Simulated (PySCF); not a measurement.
Start geometry of Si(vinyl)2Ph2 (`c1cccc(c1)[Si](C=C)(C=C)c1ccccc1`) from GFN2-xTB (Å):
```
atom  x, y, z in Å
Si1    0.833   -0.047    0.553
C2     0.842    0.066    2.425
C3     0.749   -0.995    3.186
H4     1.062    1.059    2.888
H5     0.694   -2.000    2.772
H6     0.857   -0.912    4.281
C7     2.558    0.018   -0.161
C8     3.031    0.906   -1.069
H9     3.196   -0.728    0.260
H10    2.351    1.668   -1.416
H11    3.968    0.850   -1.408
C12   -0.133    1.565   -0.066
C13    0.202    2.865    0.242
C14   -0.405    3.976   -0.174
C15   -1.464    3.815   -1.033
C16   -1.900    2.631   -1.377
C17   -1.246    1.493   -0.935
H18    1.117    2.954    0.937
H19   -0.006    4.924    0.099
H20   -2.028    4.751   -1.386
H21   -2.801    2.491   -2.084
H22   -1.582    0.419   -1.248
C23   -0.110   -1.506   -0.077
C24    0.350   -2.329   -1.056
C25   -0.248   -3.524   -1.423
C26   -1.504   -3.818   -0.807
C27   -1.995   -3.126    0.263
C28   -1.296   -1.905    0.637
H29    1.294   -2.072   -1.555
H30    0.083   -4.054   -2.275
H31   -2.007   -4.769   -1.104
H32   -2.887   -3.397    0.653
H33   -1.723   -1.281    1.421
```

Q: What comes out of this run: PBE0-D3(BJ)/def2-SVP geometry optimisation, gas phase (PySCF)?

A: 
```
atom  x, y, z in Å
Si1    0.793    0.025    0.559
C2     0.893    0.089    2.432
C3     0.762   -0.972    3.238
H4     1.098    1.062    2.898
H5     0.551   -1.973    2.844
H6     0.855   -0.891    4.327
C7     2.534    0.035   -0.140
C8     2.965    0.885   -1.080
H9     3.243   -0.707    0.253
H10    2.306    1.650   -1.506
H11    3.992    0.858   -1.464
C12   -0.132    1.538   -0.076
C13    0.284    2.829    0.288
C14   -0.384    3.959   -0.181
C15   -1.485    3.817   -1.025
C16   -1.911    2.544   -1.399
C17   -1.239    1.416   -0.928
H18    1.150    2.960    0.944
H19   -0.045    4.955    0.113
H20   -2.011    4.701   -1.393
H21   -2.773    2.427   -2.062
H22   -1.583    0.421   -1.227
C23   -0.096   -1.541    0.015
C24    0.399   -2.331   -1.033
C25   -0.287   -3.465   -1.467
C26   -1.487   -3.829   -0.857
C27   -1.998   -3.055    0.184
C28   -1.308   -1.924    0.614
H29    1.336   -2.050   -1.523
H30    0.116   -4.068   -2.285
H31   -2.026   -4.718   -1.195
H32   -2.940   -3.335    0.663
H33   -1.720   -1.325    1.433
```

The energy falls by 168.3 kJ/mol over 12 energy and gradient evaluations, the largest force component goes from 0.1199 to 3.6e-04 Eh/bohr, and the atoms move by 0.071 Å rms after alignment. The bond that changes most is C8–H11 (ends: carbon bonded to C and 2 H; hydrogen on carbon), which lengthens by 0.098 Å. Bonds longer at the end by more than 0.005 Å: 18 of 34; shorter: 13. Among the angles that change most is C12–C13–H18, from 113.6° to 119.9°. Among the dihedrals that turn most is H30–C25–C26–H31, from 14° to 0°. Rotational constants go from 598.2, 306.6, 270.5 to 595.3, 311.0, 273.1 MHz. The orientation of the end geometry is arbitrary; only internal coordinates are fixed.

The run used 322 basis functions and 87 SCF cycles in all. On Intel Xeon 6975P-C, 2 threads, no GPU (shared host), this took 6.8 min wall, 16 min CPU and 3.2 GiB of memory at its peak.

No PBE0-D3(BJ)/def2-SVP frequencies stand behind this structure, so it isn't proved a minimum. One conformer, not necessarily the lowest.
